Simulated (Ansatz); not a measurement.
`[CH3][Hf]([CH3])([Cl])[Cl]` + HCl → `[CH3][Hf]([Cl])([Cl])[Cl]` + CH₄ at 400 K and 1 bar (ligand exchange at the Hf–C bond).

Gas-phase electronic energies from Ansatz, PBE0-D4/def2-TZVP geometries. CCSD(T)/CBS adds triple-zeta CCSD(T) − MP2 to the extrapolated MP2 energy (def2 sets, frozen cores). This one scheme is used for every species. Elements past krypton have def2 core potentials. For Hf outer-core shells are correlated without core-valence functions, which leaves a few kJ/mol of doubt a bond.

| species | CCSD(T)/CBS energy (Eh) | H − E (kJ/mol) | S (J/(mol·K)) |
| --- | --- | --- | --- |
| `[CH3][Hf]([CH3])([Cl])[Cl]` | -1047.33273 | 228.4 | 470.1 |
| HCl | -460.38127 | 29.6 | 195.4 |
| `[CH3][Hf]([Cl])([Cl])[Cl]` | -1467.33267 | 137.3 | 436.2 |
| CH₄ | -40.46206 | 131.3 | 197.2 |

H − E and S are ideal-gas, rigid-rotor, harmonic terms from PBE0-D4/def2-TZVP. 1 Eh = 2625.50 kJ/mol, R = 8.31446 J/(mol·K).

Question: By hand: ΔE, ΔH, ΔS and ΔG.

Answer: ΔE = (-1467.33267) + (-40.46206) − (-1047.33273) − (-460.38127) = -0.08073 Eh = -212.0 kJ/mol. Δ(H − E) = 137.3 + 131.3 − 228.4 − 29.6 = 10.6, so ΔH = -201.4 kJ/mol. ΔS = 436.2 + 197.2 − 470.1 − 195.4 = -32.1 J/(mol·K). ΔG = -201.4 − 400 × (-32.1)/1000 = -188.6 kJ/mol.

Question: By hand: the equilibrium constant, and the temperature at which ΔG would vanish if ΔH and ΔS stayed fixed.

Answer: log₁₀ K = −ΔG/(RT ln 10) = 24.6. ΔG = 0 at ΔH/ΔS = 6274 K, far beyond where these terms or the molecules hold.

ΔH outweighs TΔS. A doubt of 5 kJ/mol in ΔE shifts log₁₀ K by 0.7 here. Modes under 60 cm⁻¹, often nearly free rotors, make the harmonic entropy too high. These are equilibria of isolated gas molecules and say nothing of rates. Largest T1 diagnostic: 0.013 (customary marks: 0.02 for closed shells, 0.045 for open ones).
